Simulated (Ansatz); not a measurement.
Other settings, tried on cyclo-(AsH)3 (As3H3).

```yaml
crystal:
  periodic: [false, false, false]
  atoms:
    - {symbol: As, position_ang: [-0.263293, 1.433068, 0.159194]}
    - {symbol: As, position_ang: [0.940017, -0.384796, -1.009043]}
    - {symbol: As, position_ang: [-1.127745, -0.903786, 0.245250]}
    - {symbol: H, position_ang: [0.640167, 1.274263, 1.401767]}
    - {symbol: H, position_ang: [0.119483, -0.128150, -2.293429]}
    - {symbol: H, position_ang: [-0.308619, -1.290609, 1.496251]}
basis:
  gaussian: {orbitals: cc-pVDZ}
hamiltonian: {xc: {name: B97M-V}}
accuracy: high
scf: {lower_state_search: off}
output: {forces: true}
```

```sh
$ ansatz run in.yaml --threads 4 --pin off --events-out ev --progress --plain --max-ram 3916MiB
```

Output, abridged:

```
Functional definition: B97M-V
2133 factors; integrals over basis functions are off by at most 4.5e-9 eV
mean field evaluation 1: about -182537.0002 eV, gradient 8.8e0 eV
mean field evaluation 2: about -182537.1841 eV, gradient 6.1e0 eV
mean field evaluation 4: about -182537.3272 eV, gradient 5.3e-1 eV
mean field evaluation 8: about -182537.3234 eV, gradient 3.6e-2 eV
mean field evaluation 16: about -182537.3234 eV, gradient 3.9e-6 eV
mean field -182537.32335551 eV, -6708.1229050732 hartree, gradient 9.6e-8 eV, S^2 0.000000; 0 other end points of the search recorded, 0 dependent functions left out
reference -182537.32335977 eV, -6708.1229052301 hartree; 51, 51 occupied and 45, 45 virtual orbitals, 2133 factors
Total energy: -182537.32335977 eV, -6708.1229052301 hartree
Atom 0 at    -0.263293     1.433068     0.159194 Å, force     0.227733    -0.444271     0.111943 eV/Å
Atom 1 at     0.940017    -0.384796    -1.009043 Å, force    -0.510887     0.188817     0.003959 eV/Å
Atom 2 at    -1.127745    -0.903786     0.245250 Å, force     0.465122     0.195739     0.087244 eV/Å
Atom 3 at     0.640167     1.274263     1.401767 Å, force    -0.173083     0.038039    -0.190744 eV/Å
Atom 4 at     0.119483    -0.128150    -2.293429 Å, force     0.151751    -0.050203     0.180449 eV/Å
Atom 5 at    -0.308619    -1.290609     1.496251 Å, force    -0.160635     0.071879    -0.192851 eV/Å
Dipole moment:     0.037138    -0.012008     0.046193 e Å
Checks for a lower state left out: stability, starts, cluster_reference, orbital_swaps, neighbouring_geometries, increment
```

It took 14 s on 4 threads of Intel Xeon Platinum 8259CL on a shared host.
